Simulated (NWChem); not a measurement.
Species: SnH2S, singlet; SMILES [SH][SnH]

All runs: NWChem. Medium grid unless said otherwise, to which SCAN and Minnesota functionals are sensitive. Low-valent species are run as closed-shell singlets; no triplet was tried in these runs. The geometry was optimised at PBE0/def2-SVP. def2 effective core potentials on Sn; no spin-orbit coupling.

Task: Order these by “orbital gap (eV)”, lowest first: KT2/def2-SVP; TPSSh/def2-SVP; B3PW91/def2-SVP; r2SCAN0/def2-SVP; r2SCAN/def2-SVP.

Result: KT2/def2-SVP (2.46), r2SCAN/def2-SVP (2.82), TPSSh/def2-SVP (3.32), B3PW91/def2-SVP (3.85), r2SCAN0/def2-SVP (4.37)
